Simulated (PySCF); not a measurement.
**Assigning NMR signals**

Mapped SMILES: `[CH3:1][O:2]/[C:3](=[CH:4]\[SiH3:5])[CH2:6][C:7]([NH2:8])=[O:9]`; H(Xn) means a hydrogen on atom n. Ha(N8) is cis to the C=O or C=S heteroatom; Hb(N8) is trans to the C=O or C=S heteroatom.

[PySCF 2.14: GFN2-xTB geometry; PBE0/pcSseg-1 with gauge-including orbitals; single conformer; non-relativistic; no solvent; equivalent nuclei averaged]

Scale: ¹³C (σref 186.93), ¹H (σref 31.72) against TMS (reference shieldings calculated alike).

Question: Assign these signals to the numbered atoms. ¹³C{¹H} NMR (computed): δ 177.7, 170.4, 95.0, 56.7, 46.0.

Answer: 
177.7 → C3, alkene carbon bearing oxygen: an sp2 carbon further deshielded by the attached heteroatom
170.4 → C7, amide carbonyl carbon: it is a carbonyl in resonance with an O or N lone pair, the region of acids, esters and amides
95.0 → C4, β carbon of an enol-ether or enamine type C=C: the O or N lone pair pushes π density onto this β carbon and shields it
56.7 → C1, methyl carbon bonded to O: pulled downfield by the heteroatom
46.0 → C6, sp3 CH2 α to a carbonyl: α to the electron-withdrawing carbonyl group

Question: Assign these signals to the numbered atoms. ¹H NMR (300 MHz, computed): δ 6.11 (br, 1H), 4.62 (br, 1H), 4.45 (q, 1H), 4.06 (d, 3H), 4.03 (s, 3H), 3.18 (s, 2H).

Answer: 
| δ (ppm) | atoms | environment | reason |
| --- | --- | --- | --- |
| 6.11 | Hb(N8) | hydrogen on an amide-type nitrogen | exchangeable; this is the value without hydrogen bonding to other molecules |
| 4.62 | Ha(N8) | hydrogen on an amide-type nitrogen | – |
| 4.45 | H(C4) | hydrogen on a β carbon of an enol-ether or enamine type C=C | lone-pair donation from O or N shields it, upfield of ordinary alkene protons |
| 4.06 | H(Si5) | hydrogen on a silicon bonded to C | – |
| 4.03 | H(C1) | hydrogen on a methyl carbon bonded to O | its carbon carries O, which withdraws density |
| 3.18 | H(C6) | hydrogen on an sp3 CH2 α to a carbonyl | α to C=O |

H(Si5) and H(C1) lie closer than the usual error of such a calculation, so a measured spectrum could show them in the other order.

The OH or NH signal is concentration- and solvent-dependent in practice; the value given is the gas-phase one. Rotation about the amide-type C–N bond is slow at room temperature, so the two groups on nitrogen are listed apart. Shifts are as computed. Against solution values, carbons near 30 ppm lie about +3 ppm off and those near 130 ppm about +5 ppm. Of 1309 compounds with measured shifts, 239 miss one by over three times the rms of a fit or turn the order of signals round; such compounds aren't used in these exercises. The C=O carbon of an acid or of an amide with N–H lies up to 10 ppm further downfield in solution, through hydrogen bonding that the calculation lacks. No couplings were computed; multiplicities are counted from neighbouring protons, with m where these are inequivalent, close in shift, in a saturated or five-membered ring or joined by F or P, and br s for small geminal =CH2 splittings.
